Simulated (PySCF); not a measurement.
A structure optimised at PBE-D3(BJ)/def2-SVP, used in a PySCF frequency run:

```
O
Si 1 1.6739
Si 1 1.6884 2 133.38
N 3 1.7319 1 114.60 2 -0.87
H 4 1.0218 3 121.41 1 75.63
H 4 1.0218 5 111.36 3 153.48
H 3 1.4985 1 107.12 2 -120.35
H 3 1.4987 7 112.59 1 117.62
H 2 1.5003 1 107.82 3 -179.66
H 2 1.5077 9 108.98 1 121.13
H 2 1.5077 9 108.98 10 117.73
```
Charge 0, spin multiplicity 1.

Problem. Write its SMILES and formula.

Solution. N[SiH2]O[SiH3], H7NOSi2

Problem. What are its rotational constants (standard atomic weights)?

Solution. 8.9416, 2.4310, 2.0275 GHz
